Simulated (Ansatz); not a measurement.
Gas-phase electronic energies from Ansatz, PBE0-D4/def2-TZVP geometries. CBS: MP2 limit from def2 TZ/QZ plus the TZ coupled-cluster correction, frozen cores. This one scheme is used for every species. Functionals use def2-TZVPP. Each species was taken in one conformer, which may not be the lowest.

Reaction (cleavage of the Si–B bond): `BOB[SiH2][AlH2]` + CH₃NH₂ → `CN[SiH2][AlH2]` + `BOB`

```
             level  ΔE (kJ/mol)  difference from CCSD(T)/CBS
           PBE0-D4        -22.0                         17.4
           ωB97X-V        -38.7                          0.7
            r2SCAN        -22.7                         16.7
              PBE0        -20.6                         18.8
    MP2/def2-TZVPP        -48.7                         -9.3
SCS-MP2/def2-TZVPP        -52.0                        -12.6
   CCSD/def2-TZVPP        -43.1                         -3.7
    MP2/def2-QZVPP        -49.0                         -9.6
      HF/CBS(def2)        -63.5                        -24.1
    CCSD/CBS(def2)        -42.9                         -3.5
       CCSD(T)/CBS        -39.4                            0
```

Largest T1 diagnostic among the species: 0.017.

From PBE to PBE0 (25 % exact exchange), in def2-TZVPP and without D4, ΔE moves by −13.2 kJ/mol. In def2-TZVPP, CCSD(T) changes the Hartree–Fock value by +22.5 kJ/mol (the triples alone add +3.5 kJ/mol) and MP2 by +13.4 kJ/mol.
